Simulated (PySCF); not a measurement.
# Computed properties of ethylmethylamine (C3H9N), SMILES CCNC

C₃H₉N, SMILES CCNC. Coordinates come from a B3LYP-D3(BJ)/def2-SVP optimisation. The values are those of a single conformer. All values are computed for the isolated molecule unless a solvent is named; none is compared with measurement here.

**Structure.** All 33 harmonic modes at B3LYP-D3(BJ)/def2-SVP (PySCF) are real, so it is a minimum. With heavy atoms numbered as in [CH3:1][CH2:2][NH:3][CH3:4], the shortest bond between them is N3–C4 at 1.448 Å and the longest C1–C2 at 1.523 Å.

**Vibrations.** The strongest infrared lines (harmonic, unscaled, degenerate partners summed) lie at 2916 cm⁻¹ (134 km/mol, H 95 %), 758 cm⁻¹ (101 km/mol, H 76 %, N 15 %, C 9 %), 2892 cm⁻¹ (87 km/mol, H 93 %). The softest mode is at 125 cm⁻¹ and the zero-point energy is 75.5 kcal/mol.

**Electronic structure.** r2SCAN/def2-TZVP (PySCF) places the frontier levels at -5.20 and 1.13 eV, a gap of 6.33 eV, and gives a dipole moment of 0.84 D and a mean polarisability of 49.1 bohr³.

**Excitations.** TDA-PBE0/def2-SVPD (PySCF) has S1 at 5.91 eV (210 nm, f = 0.006, weak); the most intense of the 10 singlets computed lies at 7.78 eV (f = 0.09). T1 (TDA) is at 5.67 eV, 0.24 eV under S1. No vertical singlet excitation falls in the visible range (under 3.1 eV).

**NMR.** GIAO shifts at PBE0/pcSseg-1 (PySCF) (non-relativistic, atoms alike by connectivity averaged): ¹³C from 20.1 to 51.6 ppm against TMS; ¹H from -0.4 to 2.8 ppm against TMS.
